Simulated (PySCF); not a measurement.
How methods differ on the excitation energy of Al

Al [Ne] 3s2 3p1 (2P) → Al [Ne] 3s1 3p2 (4P), as a difference of total energies. All numbers are calculated (PySCF 2.14, the spin-free X2C one-electron Hamiltonian (Gaussian nucleus), in aug-cc-pCVTZ-DK with one added diffuse shell each of s, p, d, f type (9s8p6d4f, 91 functions)). Correlated levels: valence: [Ne] frozen. The calculations carry no spin-orbit coupling.

| method | excitation energy (eV) |
| --- | --- |
| UHF | 2.437 |
| MP2 (valence) | 3.175 |
| SCS-MP2 (valence) | 3.479 |
| CCSD (valence) | 3.439 |
| CCSD(T) (valence) | 3.467 |

Question: How much does correlation contribute at CCSD(T) (valence)?

Answer: 3.467 − (2.437) = 1.030 eV, measured against UHF.

Errors of the correlated levels include the incompleteness of this basis and the frozen core.

For comparison: 3.598 eV (measured; NIST levels, between the centres of gravity of the two terms).
